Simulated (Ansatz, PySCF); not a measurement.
This Ansatz (an electronic-structure program) input computes a CCSD(T)/cc-pVDZ energy:

Ansatz 0.2 input:
```yaml
crystal:
  periodic: [false, false, false]
  atoms:
    - {symbol: C, position_ang: [1.58127501, -0.59400284, -0.55015376]}
    - {symbol: C, position_ang: [0.84204229, 0.27288941, 0.17360442]}
    - {symbol: C, position_ang: [-0.57247051, 0.59247619, -0.21688990]}
    - {symbol: O, position_ang: [-1.52558098, -0.31873362, 0.40883161]}
    - {symbol: H, position_ang: [2.55341308, -0.76711291, -0.03601969]}
    - {symbol: H, position_ang: [1.14172926, 0.73889377, 1.13210057]}
    - {symbol: H, position_ang: [-0.66889557, 0.50859802, -1.30628459]}
    - {symbol: H, position_ang: [-0.89138258, 1.59414008, 0.09864707]}
    - {symbol: H, position_ang: [-1.03529703, -1.15282642, 0.40153930]}
basis:
  gaussian:
    orbitals: cc-pVDZ
total_charge: -1
magnetization: {spin_polarized: false}
correlation: {method: ccsd_t, electrons: outside_noble_gas}
```

Q: Write an input for the same energy in PySCF and say what it gives.

A: 
```python
from pyscf import gto, scf, mp, cc as ccmod

mol = gto.M(
    atom='''
    C     1.58127501   -0.59400284   -0.55015376
    C     0.84204229    0.27288941    0.17360442
    C    -0.57247051    0.59247619   -0.21688990
    O    -1.52558098   -0.31873362    0.40883161
    H     2.55341308   -0.76711291   -0.03601969
    H     1.14172926    0.73889377    1.13210057
    H    -0.66889557    0.50859802   -1.30628459
    H    -0.89138258    1.59414008    0.09864707
    H    -1.03529703   -1.15282642    0.40153930
    ''',
    basis='cc-pvdz',
    charge=-1,
    spin=0,
    verbose=4,
)

mf = scf.RHF(mol)
mf.conv_tol = 1e-10
mf.max_cycle = 100
mf.kernel()
mp2 = mp.MP2(mf, frozen=4).run()
cc = ccmod.CCSD(mf, frozen=4)
cc.max_cycle = 100
cc.kernel()
et = cc.ccsd_t()
print(f'E(CCSD(T)) = {cc.e_tot + et:.9f}')
```
It gives -191.92736 Eh, and Ansatz -191.92735 Eh, a difference of 0.01 mEh.

It need not be the lowest isomer of its formula. Whether it binds its extra electron was not tested at this geometry.
